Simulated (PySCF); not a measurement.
Simulated C 1s region for `C[C@@H]1CC[SiH2]1`, binding energy against the vacuum level.

Every computed line was given a Gaussian of 0.4 eV full width at half maximum and an area set by the number of equivalent atoms; the highest printed point is 100. Method used: PySCF 2.14.0, delta-SCF UKS SCAN, pcX-2 on the ionised atom, pcseg-1 elsewhere, spin-free X2C.

binding energy (eV), intensity and a bar:
```
    289.1          0 
    289.2          1 
    289.3          7 ##
    289.4         22 #######
    289.5         52 ################
    289.6         86 ##########################
    289.7        100 ##############################
    289.8         85 #########################
    289.9         58 #################
    290.0         49 ###############
    290.1         66 ####################
    290.2         91 ###########################
    290.3         97 #############################
    290.4         75 ######################
    290.5         41 ############
    290.6         16 #####
    290.7          5 #
    290.8          1 
    290.9          0
```

Q: Count the maxima, the lines and the sites behind this envelope.

A: The curve has 2 maxima (at 289.7 and 290.3 eV). Under it lie 4 lines from 4 inequivalent carbon sites. At this width some lines have no maximum of their own.

Q: Decompose the envelope and assign each component. Numbering: `[CH3:1][C@@H:2]1[CH2:3][CH2:4][SiH2:5]1`.

A: 
```tsv
position (eV)	relative area	line	atoms	environment
289.68	1	C 1s	C4	sp3 carbon bound to silicon
289.71	1	C 1s	C2	sp3 carbon bound to silicon
290.24	1	C 1s	C3	four-membered-ring carbon
290.31	1	C 1s	C1	methyl carbon
```

Q: What are the centre and the root-mean-square width of the whole band?

A: The area-weighted mean of the lines is 289.98 eV. Their own spread about it is 0.29 eV (rms) and each Gaussian has σ = 0.4/2.355 = 0.17 eV; the variances add, which gives 0.34 eV.

The listed C 1s values span 0.63 eV, from C4 (bonded to C, 2 H and Si) to C1 (bonded to C and 3 H). The widest gap between neighbouring values is 0.53 eV, between 289.71 and 290.24 eV. Summing the Pauling electronegativity differences to the bonded atoms, each weighted by its formal bond order, gives -1.35 for the lowest site and -1.05 for the highest; the largest sum, -0.70, belongs to C3, 0.07 eV below the top. The values 289.68 and 289.71 eV lie too close for their order to be trusted.

No satellites, vibrations or lifetime broadening are included. One conformer (not necessarily the lowest) at the GFN2-xTB geometry, without solvent, vibrations or thermal averaging.
